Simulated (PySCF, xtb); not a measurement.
C₄H₆ClF, SMILES F/C(CC)=C\Cl.

xtb 6.7.1 with GFN2-xTB at its own geometry gives an orbital gap of 4.53 eV and a dipole moment of 3.02 D.

Geometry: B3LYP-D3(BJ)/def2-SVP. The structure was generated by enumeration; whether it is a known compound was not checked. One conformer was computed; it need not be the lowest.

Problem. What does r2SCAN/def2-TZVP (PySCF) give? (Estimate from the structure and the level; the computed values follow.)

Solution. gap 5.40 eV (levels -6.07 and -0.67 eV), dipole 2.73 D.
